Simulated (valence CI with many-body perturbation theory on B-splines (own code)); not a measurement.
Ba²⁴⁺ in brief

Level of theory: valence CI with perturbative core correlation (CI+MBPT): four valence electrons over a frozen Dirac-Fock core [Ar] 3d10, a basis of 11 s, 11 p, 9 d, 7 f, 5 g, 2 h, 1 i functions for each j, with the one-electron correlation potential Σ1, the two-electron term Σ2, the three-electron term Σ3, Breit, model QED; selected CI, second order for the rest (own B-spline code, finite nucleus).

No measured levels were compared; by estimate levels hold to about 250 cm⁻¹ or 0.2 % of their energy and the worst to 1 %, as in measured heavy ions of charge 2 to 7; those with d or f electrons hold less well.

Levels are named by their leading jj configuration (3d3/2^4 stands for four electrons in 3d with j = 3/2), which in mixed levels can hold well under half, so a name can repeat and another be missing.

Rates and lifetimes use the calculated energies. Strong lines usually hold to 10 to 20 %, long lifetimes can be off by a factor of two.

(1) What is the ground level?

(2) Where does the other parity begin?

(3) What is the ionisation energy?

(4) How well does LS coupling describe the low levels?

(5) Among levels below 1707300 cm⁻¹, which E1 lines absorb most strongly from the ground level?

Answers

(1) (4s^2 4p1/2^2) J=0, composition 76 % 4s2 4p2 3P + 23 % 4s2 4p2 1S.

(2) At (4s 4p1/2^2 4p3/2) J=2, 571610 cm⁻¹.

(3) 809.87 eV; NIST lists 809 ± 4 eV (theoretical).

(4) Among the lowest 20 levels the leading LS term, summed over configurations, holds 67 % on average. For single configurations the figures are 64 % in LS and 87 % in jj coupling. Terms mix most in the J = 2 level at 945940 cm⁻¹, where the leading one holds 40 %.

(5) to (4s^2 4p1/2 4d3/2) J=1 at 10.17 nm, f = 1.57; to (4s 4p1/2^2 4p3/2) J=1 at 15.42 nm, f = 0.404; to (4s 4p1/2 4p3/2^2) J=1 at 11.66 nm, f = 0.169.
